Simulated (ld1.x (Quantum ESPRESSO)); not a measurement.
## Which change was made? (Fe, TM)

- Element: iron (Fe)
- Generator: ld1.x (Quantum ESPRESSO) 7.5
- Type: norm-conserving Troullier–Martins (Kleinman–Bylander form)
- Functional: PBEsol
- Relativity: scalar-relativistic
- Frozen core: [Ar]
- Valence charge: 8
- Reference configuration: 3d6 4s1 4p1
- Partial waves: 4s (bound): rc 2.05 bohr; 3d (bound): rc 1.40 bohr; 4f channel at -0.05 Ry: rc 2.50 bohr; 4p (bound): rc 2.65 bohr
- Local potential: the p channel
- Core correction: none

Cutoffs, loose and tight: the cutoffs (Ry, on a coarse ladder) from which the occupation-weighted sum of valence levels, in a spherical-Bessel basis at the reference potential, stays within 10 and 1 mRy of its value at 400 Ry. They do not see the model core or the augmentation charge, which bear on the density cutoff. Test errors are all-electron minus pseudo excitation energies from the reference, over the configurations 3d6 4s2 4p0; 3d6 4s1 4p0; 3d6 4s0 4p0; 3d4 4s0 4p0; 3d6 4s0 4p2; 3d5 4s2 4p1; 3d7 4s0 4p0; variants that change the core or the reference have their own tests.

The base gives: outcome: generated; cutoff, loose: 120 Ry; cutoff, tight: 200 Ry; bound ghosts: s; largest test error (meV): -1592.

On the changes marked as counting shells twice: ld1.x takes every shell without a wave as core, so the model core holds the marked electrons as well and exchange and correlation see them twice. This cancels in the reference configuration, but the file is broken for other ones, and its errors say nothing about a proper core correction.

(1) After one change the result is: outcome: generated; cutoff, loose: 55 Ry; cutoff, tight: 90 Ry; bound ghosts: none; largest test error (meV): -897. Which change was it?
A. all radii scaled by about 0.73 (s 1.48, p 1.92, d 1.02, f 1.82 bohr)
B. wave 3d (bound): rc 1.40 bohr becomes 3d (bound): rc 1.76 bohr
C. core correction a·sin(br)/r model core inside 1.30 bohr
D. type ultrasoft; waves now 4s (bound): rcut 1.80, rcutus 2.05 bohr; 4s channel at 0.65 Ry: rcut 1.80, rcutus 2.05 bohr; 4p (bound): rcut 2.30, rcutus 2.65 bohr; 4p channel at 1.55 Ry: rcut 2.30, rcutus 2.65 bohr; 3d (bound): rcut 1.20, rcutus 1.40 bohr; 3d channel at 1.1 Ry: rcut 1.20, rcutus 1.40 bohr; 4f channel at -0.05 Ry: rcut 2.15, rcutus 2.50 bohr; 4f channel at 0.8 Ry: rcut 2.15, rcutus 2.50 bohr; local potential all-electron potential smoothed inside 2.60 bohr (lloc = -1); augmentation PSQ, inside the norm-conserving radii
E. core [Ne], valence charge 16; reference 3s2 3p6 3d6 4s2 4p0; waves now 3p (bound): rc 1.15 bohr; 3d (bound): rc 1.85 bohr; 4f channel at -0.05 Ry: rc 1.90 bohr; 3s (bound): rc 1.00 bohr; local potential the s channel; core correction Bessel-smoothed model core inside 0.85 bohr (4s counted twice)

Answers

(1) D. The others give: wave 3d (bound): rc 1.40 bohr becomes 3d (bound): rc 1.76 bohr → outcome: generated; cutoff, loose: 90 Ry; cutoff, tight: 140 Ry; bound ghosts: s; largest test error (meV): -1042 | core [Ne], valence charge 16; reference 3s2 3p6 3d6 4s2 4p0; waves now 3p (bound): rc 1.15 bohr; 3d (bound): rc 1.85 bohr; 4f channel at -0.05 Ry: rc 1.90 bohr; 3s (bound): rc 1.00 bohr; local potential the s channel; core correction Bessel-smoothed model core inside 0.85 bohr (4s counted twice) → outcome: generated, misses its reference levels by 0.17 eV; cutoff, loose: 140 Ry; cutoff, tight: 230 Ry; bound ghosts: none; largest test error (meV): -2001 | core correction a·sin(br)/r model core inside 1.30 bohr → outcome: generated; cutoff, loose: 120 Ry; cutoff, tight: 200 Ry; bound ghosts: s; largest test error (meV): -2261 | all radii scaled by about 0.73 (s 1.48, p 1.92, d 1.02, f 1.82 bohr) → outcome: generated; cutoff, loose: 180 Ry; cutoff, tight: 260 Ry; bound ghosts: s; largest test error (meV): -2336.
